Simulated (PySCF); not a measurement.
## Bond length, frequency and bond energy of GaAs⁻ by level of theory

State: ²Σ⁺ (doublet), unpaired electrons σ ↑. Set-up: PySCF, no relativity, basis sets Ga def2-TZVPPD, As def2-TZVPPD. De refers to Ga + As⁻ in their high-spin ground configurations, without counterpoise correction. The functionals are run spin-unrestricted. A positive dipole points towards As; it is taken about the centre of mass and depends on that origin. Levels whose curve was spin-contaminated or gave no clean fit are not listed.

| Level | Re (Å) | ωe (cm⁻¹) | De (eV) | μ (D) | CPU s a point (SCF and correlation, without the integrals) |
| --- | --- | --- | --- | --- | --- |
| PBE | 2.240 | 316 | n/a | -1.42 | 3.5 |
| PBEsol | 2.217 | 327 | n/a | -1.37 | 2.4 |
| BLYP | 2.265 | 300 | n/a | -1.47 | 3.2 |
| r²SCAN | 2.214 | 331 | n/a | -1.47 | 5.5 |
| M06-L | 2.244 | 314 | n/a | -1.33 | 4 |
| PBE0 | 2.222 | 329 | n/a | -1.68 | 8.8 |
| M06-2X | 2.246 | 326 | n/a | -2.25 | 6.6 |
| ωB97X-V | 2.210 | 336 | n/a | -1.93 | 39 |
| B2PLYP | 2.231 | 325 | n/a | -1.96 | 7.4 |

The bond length runs from 2.210 Å (ωB97X-V) to 2.265 Å (BLYP).

Correlated steps freeze 18 core orbitals. Spin–orbit coupling is left out. The highest Kohn–Sham level is positive in this anion. Much of that is self-interaction error, but it also means that the finite basis helps to hold the extra electron. B2PLYP dipoles, levels and charges come from its SCF part alone. The state was picked by a PBE0 search and need not be the measured ground state.

The whole job (state search and all levels along the bond) took about 17 min on 2 threads of Intel Xeon Platinum 8259CL @ 2.50GHz (shared host), peak memory 4.7 GiB.
